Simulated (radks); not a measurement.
Results of a calculation; reference values are marked as such.
Question: Radial electron density D(r) = 4 pi r^2 rho(r) of an atom or ion with 12 electrons. Code: a radial shooting solver on a logarithmic mesh with Libxc functionals. Model: scalar-relativistic Kohn-Sham, XLYP, spin-unpolarised, spherical densities, point nucleus.

| r (bohr) | D(r) (e/bohr) |
|---|---|
| 0.003883 | 9.345 |
| 0.004343 | 11.11 |
| 0.004858 | 13.15 |
| 0.00539 | 15.30 |
| 0.006029 | 17.91 |
| 0.006744 | 20.83 |
| 0.007483 | 23.81 |
| 0.00837 | 27.29 |
| 0.009362 | 30.99 |
| 0.01039 | 34.58 |
| 0.01162 | 38.49 |
| 0.013 | 42.32 |
| 0.01442 | 45.67 |
| 0.01613 | 48.87 |
| 0.01804 | 51.47 |
| 0.02002 | 53.17 |
| 0.02239 | 54.10 |
| 0.02504 | 54.02 |
| 0.02779 | 53.05 |
| 0.03108 | 51.20 |
| 0.03477 | 48.78 |
| 0.03858 | 46.42 |
| 0.04315 | 44.25 |
| 0.04826 | 43.01 |
| 0.05355 | 43.10 |
| 0.0599 | 44.76 |
| 0.067 | 48.00 |
| 0.07434 | 51.98 |
| 0.08315 | 56.52 |
| 0.093 | 60.19 |
| 0.1032 | 61.80 |
| 0.1154 | 60.70 |
| 0.1291 | 56.29 |
| 0.1433 | 49.51 |
| 0.1602 | 40.33 |
| 0.1792 | 30.68 |
| 0.1989 | 22.67 |
| 0.2224 | 16.14 |
| 0.2488 | 12.09 |
| 0.2761 | 10.17 |
| 0.3088 | 9.163 |
| 0.3454 | 8.304 |
| 0.3832 | 7.124 |
| 0.4286 | 5.407 |
| 0.4794 | 3.565 |
| 0.532 | 2.104 |
| 0.595 | 1.011 |
| 0.6656 | 0.4033 |
| 0.7385 | 0.1435 |
| 0.826 | 0.03818 |
| 0.9239 | 0.007986 |
| 1.025 | 0.001449 |
| 1.147 | 0.0001691 |

What is the nuclear charge?

Answer: Z = 43. The innermost maximum, from 1s, lies near gamma/Z bohr with gamma = sqrt(1 - (Z/c)^2) = 0.949, here 0.0221 bohr (found: 0.0235), and its height grows with Z. The density is that of the technetium ion Tc31+ in [Ne] 3s2; the configuration itself is not fixed sharply by these data, and Z only to a few units. D(r) has 2 maxima, at r = 0.0235, 0.105 bohr, and minima at 0.0506 bohr, inside which lie 2.09 electrons.
